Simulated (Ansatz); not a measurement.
`C[O][SnH3]` + `N=CS` → `N=C[S][SnH3]` + CH₃OH  (ligand exchange at the Sn–O bond)

Calculated with Ansatz (gas phase, PBE0-D4/def2-TZVP geometries, no zero-point term in ΔE). CBS: MP2 limit from def2 TZ/QZ plus the TZ coupled-cluster correction, frozen cores. This one scheme is used for every species. Functionals use def2-TZVPP. B3LYP here is the variant with VWN-RPA as its local correlation; programs differ in this. def2 core potentials past Kr. For Sn outer-core shells are correlated without core-valence functions, which leaves a few kJ/mol of doubt a bond. Each species was taken in one conformer, which may not be the lowest.

```
             level  ΔE (kJ/mol)  difference from CCSD(T)/CBS
         r2SCAN-D4        -44.2                         -0.3
           PBE0-D4        -50.6                         -6.7
          B3LYP-D4        -42.2                          1.7
           ωB97X-V        -37.3                          6.6
           ωB97M-V        -41.1                          2.8
               PBE        -47.3                         -3.4
              PBE0        -49.2                         -5.3
             B3LYP        -39.7                          4.2
    MP2/def2-TZVPP        -44.6                         -0.7
SCS-MP2/def2-TZVPP        -39.1                          4.8
CCSD(T)/def2-TZVPP        -41.7                          2.2
    MP2/def2-QZVPP        -45.5                         -1.6
SCS-MP2/def2-QZVPP        -40.2                          3.7
      HF/CBS(def2)        -35.4                          8.5
     MP2/CBS(def2)        -46.9                         -3.0
    CCSD/CBS(def2)        -42.5                          1.4
       CCSD(T)/CBS        -43.9                            0
```

Largest T1 diagnostic among the species: 0.015.

In def2-TZVPP, CCSD(T) changes the Hartree–Fock value by −4.8 kJ/mol (the triples alone add −1.4 kJ/mol) and MP2 by −7.8 kJ/mol.
